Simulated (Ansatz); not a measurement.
Consider the ligand exchange at a Ti–F bond: `[F][Ti]([Cl])([Cl])[Cl]` + HCl → `[Cl][Ti]([Cl])([Cl])[Cl]` + H–F.

Program: Ansatz. Geometries: PBE0-D4/def2-TZVP. ΔE: electronic, gas phase. CBS: MP2 limit from def2 TZ/QZ plus the TZ coupled-cluster correction, frozen cores. This one scheme is used for every species. DFT in def2-TZVPP. HSE06 is defined as in plane-wave codes. For Ti outer-core shells are correlated without core-valence functions, which leaves a few kJ/mol of doubt a bond. Scalar relativity is left out up to krypton.

| level | ΔE (eV) |
| --- | --- |
| revPBE-D4 | 0.20 |
| HSE06-D4 | 0.16 |
| revPBE | 0.27 |
| BLYP | 0.32 |
| r2SCANh | 0.22 |
| MP2/def2-QZVPP | -0.07 |
| SCS-MP2/def2-QZVPP | 0.04 |
| HF/CBS(def2) | 0.33 |

Problem. What does CCSD(T)/CBS give? (An estimate is asked.)

Solution. The calculation gave: +0.07 eV. The listed levels differ from it by 0.13, 0.09, 0.20, 0.25, 0.15, -0.14, -0.03, 0.26 eV.

Largest T1 diagnostic among the species: 0.025, so the coupled-cluster value is less sure than usual.

At CCSD(T), def2-SVP lies +0.24 eV from the extrapolated value and def2-TZVPP +0.09 eV. Leaving LDA and LC-ωPBE aside and taking each functional with its dispersion term where it has one, the values, not all of them listed here, spread over 0.23 eV, from PBE-QIDH to ωB97X-V. LDA lies −0.05 eV from PBE without D4. From r2SCAN to r2SCAN0 (25 % exact exchange), in def2-TZVPP and without D4, ΔE moves by −0.04 eV.
